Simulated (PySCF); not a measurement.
Molfile (atoms numbered from 1):
```
C5H7NSi
     RDKit          3D

 14 13  0  0  0  0  0  0  0  0999 V2000
   -2.7580    0.0343    0.1478 C   0  0  0  0  0  0  0  0  0  0  0  0
   -1.6142   -0.6352    0.0589 C   0  0  0  0  0  0  0  0  0  0  0  0
   -0.2950   -0.0140    0.0129 C   0  0  0  0  0  0  0  0  0  0  0  0
   -0.2635    1.4024    0.0651 C   0  0  0  0  0  0  0  0  0  0  0  0
   -0.2684    2.5482    0.1076 N   0  0  0  0  0  0  0  0  0  0  0  0
    0.8480   -0.7203   -0.0743 C   0  0  0  0  0  0  0  0  0  0  0  0
    2.6002   -0.0352   -0.1402 Si  0  0  0  0  0  4  0  0  0  0  0  0
   -2.7833    1.1110    0.1920 H   0  0  0  0  0  0  0  0  0  0  0  0
   -3.7070   -0.4730    0.1787 H   0  0  0  0  0  0  0  0  0  0  0  0
   -1.6095   -1.7172    0.0149 H   0  0  0  0  0  0  0  0  0  0  0  0
    0.7424   -1.7998   -0.1110 H   0  0  0  0  0  0  0  0  0  0  0  0
    3.1729   -0.4631   -1.4198 H   0  0  0  0  0  0  0  0  0  0  0  0
    2.6006    1.4174   -0.0209 H   0  0  0  0  0  0  0  0  0  0  0  0
    3.3340   -0.6560    0.9661 H   0  0  0  0  0  0  0  0  0  0  0  0
  1  2  2  0
  2  3  1  0
  3  4  1  0
  4  5  3  0
  3  6  2  0
  6  7  1  0
  1  8  1  0
  1  9  1  0
  2 10  1  0
  6 11  1  0
  7 12  1  0
  7 13  1  0
  7 14  1  0
M  END
```

Level of theory: shielding tensors at PBE0/pcSseg-1 (GIAO), geometry from GFN2-xTB, in PySCF 2.14 (no relativistic terms, single conformer, in vacuum, averaged over atoms made equivalent by symmetry, fast rotation or ring inversion).

Q: Predict the 2D correlation tables (HSQC, COSY, HMBC).

A: 

HSQC (one-bond C–H):
```tsv
δH	δC
6.75 (H11)	149.7 (C6)
6.56 (H10)	144.4 (C2)
6.29 (H8)	130.2 (C1)
5.91 (H9)	130.2 (C1)
```

COSY cross peaks (H two or three bonds apart, from the bond graph; peaks can be absent where the dihedral angle is near 90°):
```tsv
δH	δH
6.75 (H11)	4.44 (H12/H13/H14)
6.56 (H10)	6.29 (H8)
6.56 (H10)	5.91 (H9)
6.29 (H8)	5.91 (H9)
```

HMBC (two and three bonds, from the bond graph):
```tsv
δH	δC
6.75 (H11)	144.4 (C2), 138.2 (C3), 120.5 (C4)
6.56 (H10)	149.7 (C6), 138.2 (C3), 130.2 (C1), 120.5 (C4)
6.29 (H8)	144.4 (C2), 138.2 (C3)
5.91 (H9)	144.4 (C2), 138.2 (C3)
4.44 (H12/H13/H14)	149.7 (C6), 138.2 (C3)
```

Chemical shifts δ = σref − σ; 1H (31.72 ppm), 13C (186.93 ppm) against TMS, all at this level.

Short H···H contacts in this conformer between protons four or more bonds apart (candidates for NOE cross peaks, intensity ∝ r⁻⁶): H10···H11 2.36 Å.

Shifts are as computed. Against solution values, carbons near 30 ppm lie about +3 ppm off and those near 130 ppm about +5 ppm. Of 1211 compounds with measured shifts, 218 miss one by over three times the rms of a fit or turn the order of signals round; such compounds aren't used in these exercises.
